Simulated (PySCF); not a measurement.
Species: 5-chloro-2-hydroxypyridine, C5H4ClNO.
SMILES with atom numbers: `[OH:1][c:2]1[cH:3][cH:4][c:5]([Cl:6])[cH:7][n:8]1`

Structure used (GFN2-xTB), in Å, numbered top down from 1:
```
atom  x, y, z in Å
O1    -2.5417   -0.2359   -0.1915
C2    -1.2105   -0.1417   -0.0719
C3    -0.5281    0.9078   -0.6946
C4     0.8406    0.9676   -0.5474
C5     1.4748   -0.0138    0.2101
Cl6    3.1881    0.0192    0.4221
C7     0.7131   -1.0142    0.7892
N8    -0.6003   -1.0714    0.6474
H9    -2.8354   -1.0165    0.3003
H10   -1.0749    1.6374   -1.2678
H11    1.4144    1.7568   -1.0075
H12    1.1610   -1.7960    1.3857
```

Probes without a nucleus sit at each ring's centroid and 1 Å off its mean plane on both sides; NICS is minus the shielding there, NICSzz its component along the normal. Level: GIAO PBE0/pcSseg-1 (PySCF, non-relativistic, gas phase) on the GFN2-xTB geometry, one conformer.

Ring bond lengths (Å), with Mayer bond orders in brackets: C2–C3 1.398 (1.32), C3–C4 1.378 (1.47), C4–C5 1.393 (1.31), C5–C7 1.384 (1.35), C7–N8 1.322 (1.47), N8–C2 1.324 (1.41).

Problem. What do the NICS probes read (ppm)?

Solution. 
| ring | type | NICS(0) | NICS(1), two faces | NICS(1)zz, two faces | rms pucker (Å) | centre to ring atoms, mean (Å) |
| --- | --- | --- | --- | --- | --- | --- |
| C2–C3–C4–C5–C7–N8 | 6-membered ring with N; formal bonds all aromatic | -8.1 | -10.0 / -10.0 | -23.8 / -23.8 | 0.00 | 1.37 |

Problem. What can be read from them?

Solution. 
- C2–C3–C4–C5–C7–N8: mean NICS(1)zz -23.8 ppm, shielded. For a flat ring without four-coordinate atoms the NICS criterion counts such a value as aromatic.

Problem. And the bond-length index? HOMA takes Krygowski's 1993 parameters.

Solution. 
- C2–C3–C4–C5–C7–N8: HOMA 0.99; the largest term is that of C3–C4, α(R − Ropt)² = 0.03. The geometric and the magnetic index point the same way.

Problem. List the ring angles and the Hirshfeld charges of the ring atoms.

Solution. 
- C2–C3–C4–C5–C7–N8: C2 123.0° (+0.136 e), C3 118.0° (-0.064 e), C4 118.7° (-0.037 e), C5 119.1° (-0.006 e), C7 122.2° (+0.008 e), N8 119.0° (-0.180 e); sum 720.0° against 720° for a flat convex ring.

Problem. What are the shieldings of the ring atoms and their hydrogens in the same run (means over atoms taken as equivalent)?

Solution. 
```
atoms                          environment  σ isotropic (ppm)  principal values of the symmetric part, first atom (ppm)
   C2       aromatic carbon bearing oxygen               19.4                                        -66.4, 14.5, 110.2
   C3                   aromatic CH carbon               74.4                                         -9.2, 64.0, 168.5
   C4                   aromatic CH carbon               40.9                                        -61.2, 24.5, 159.3
   C5                 aromatic C–Cl carbon               52.9                                        -43.6, 72.6, 129.7
   C7  aromatic CH next to a ring nitrogen               33.8                                        -59.8, 31.6, 129.5
   N8               pyridine-type nitrogen              -42.2                                     -259.2, -102.1, 234.8
  H10                    aromatic hydrogen              24.87                                          20.9, 25.6, 28.1
  H11                    aromatic hydrogen              23.89                                          20.2, 23.0, 28.4
  H12                    aromatic hydrogen              23.43                                          18.6, 23.3, 28.4
```

On one thread, x86-64 server, no GPU (shared host), this took 28 s of wall time. This is the whole shielding run at PBE0/pcSseg-1, SCF included.
